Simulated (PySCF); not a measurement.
trimethylarsine (C3H9As), SMILES C[As](C)C. The structure is a stationary point at PBE0-D3(BJ)/def2-SVP.

Q: Give the equilibrium geometry at PBE0-D3(BJ)/def2-SVP (PySCF confirms it by a frequency run) as bond lengths and angles, and its point group. (Estimate from the structure and the level; the computed values follow.)

A: point group C3v.
Atoms: C1 As2 C3 C4 H5 H6 H7 H8 H9 H10 H11 H12 H13. Bonded distances (Å): C1–As2 1.966, C1–H5 1.101, C1–H6 1.100, C1–H7 1.100, As2–C3 1.966, As2–C4 1.966, C3–H8 1.101, C3–H9 1.100, C3–H10 1.100, C4–H11 1.101, C4–H12 1.100, C4–H13 1.100. Angles (°): As2–C1–H5 111.6, As2–C1–H6 109.4, As2–C1–H7 109.4, H5–C1–H6 109.1, H5–C1–H7 109.1, H6–C1–H7 108.1, C1–As2–C3 97.0, C1–As2–C4 97.0, C3–As2–C4 97.0, As2–C3–H8 111.6, As2–C3–H9 109.4, As2–C3–H10 109.4, H8–C3–H9 109.1, H8–C3–H10 109.1, H9–C3–H10 108.1, As2–C4–H11 111.6, As2–C4–H12 109.4, As2–C4–H13 109.4, H11–C4–H12 109.1, H11–C4–H13 109.1, H12–C4–H13 108.1.
